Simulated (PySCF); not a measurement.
**Tc⁺ (technetium, charge +1) across methods**

[Kr] 4d5 5s1, high-spin 7S determinant. Calculation: PySCF 2.14, in aug-cc-pwCVDZ-PP with ECP28MDF; a scalar-relativistic core potential.

| method | E (hartree) | mean ε 4p β (eV) | mean ε 4d α (eV) | mean ε 5s α (eV) | Σ⟨r²⟩ (bohr²) | ⟨S²⟩ |
| --- | --- | --- | --- | --- | --- | --- |
| PBE0 | -80.1773 | -52.830 | -16.985 | -12.880 | 38.66 | 12.000 |
| MN15 | -80.0025 | -53.630 | -17.463 | -13.465 | 38.87 | 12.002 |
| LDA | -79.9877 | -50.583 | -15.364 | -12.512 | 38.93 | 12.000 |
| UHF | -79.64506 | -58.412 | -21.484 | -14.438 | 38.87 | 12.001 |
| CAM-B3LYP | -80.1244 | -54.340 | -18.192 | -13.895 | 38.73 | 12.000 |
| B3LYP | -80.1960 | -52.516 | -16.483 | -12.713 | 38.75 | 12.000 |
| r2SCAN | -80.2283 | -51.189 | -15.718 | -12.528 | 38.46 | 12.001 |
| BLYP | -80.1317 | -50.510 | -14.946 | -12.011 | 38.88 | 12.000 |
| PBE | -80.1866 | -50.537 | -15.282 | -12.225 | 38.82 | 12.000 |

Energies and moments cover only the electrons outside the core potential.
